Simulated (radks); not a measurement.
Q: Species: W28+. Configuration: [Kr] 4d10. Method: scalar-relativistic Kohn-Sham, PBEsol, spin-polarised, spherical densities, finite nucleus; Fermi nuclear charge, rms radius 5.3658 fm; computed with a radial shooting solver on a logarithmic mesh with Libxc functionals. Some entries of the table are withheld. Estimate them.

| orbital | occ. | eigenvalue (hartree) | <r^2> (bohr^2) |
|---|---|---|---|
| 1s | 2 | -2587.438 | 0.0004634 |
| 2s | 2 | -476.2158 | 0.007131 |
| 2p | 6 | -421.0472 | 0.005900 |
| 3s | 2 | -137.3894 | 0.04594 |
| 3p | 6 | -121.0314 | (1) |
| 3d | 10 | -102.2574 | 0.03856 |
| 4s | 2 | -53.76475 | 0.2022 |
| 4p | 6 | -47.99125 | 0.2203 |
| 4d | 10 | (2) | 0.2305 |
| 5s | 0 | -27.89805 | 0.6702 |
| 5p | 0 | -25.52454 | 0.7412 |

A: 
(1) 3p <r^2> (bohr^2): 0.04658
(2) 4d eigenvalue (hartree): -40.85052
